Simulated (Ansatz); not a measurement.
Basis-set extrapolation for C₂H₆BClSi (`Cl[SiH]1CBC1`) (PBE0-D4/def2-TZVP geometry, frozen core, the Gaussian-basis code of Ansatz). Multiplicity 1, RHF reference.

|  | def2-TZVPP | def2-QZVPP |
| --- | --- | --- |
| HF | -852.447548 | -852.473955 |
| MP2 correlation | -0.747444 | -0.804049 |
| CCSD(T) correlation | -0.836758 | not run |

Energies in hartree. Use E(X) = E(∞) + A·exp(−7.88·√X) for Hartree–Fock and E(X) = E(∞) + B·X^(−2.97) for correlation, with X = 3 and 4, and add CCSD(T) minus MP2 of the smaller set to the MP2 limit.

Question: What is the CCSD(T) energy at the basis-set limit?

Answer: HF limit: -852.473955 + (-0.026407) × 0.13774 = -852.47759. MP2 limit: -0.804049 + (-0.056605) × 0.74074 = -0.84598. Higher-order term: -0.836758 − (-0.747444) = -0.08931. Total: -853.41288 hartree, 337.6 kJ/mol below CCSD(T)/def2-TZVPP.
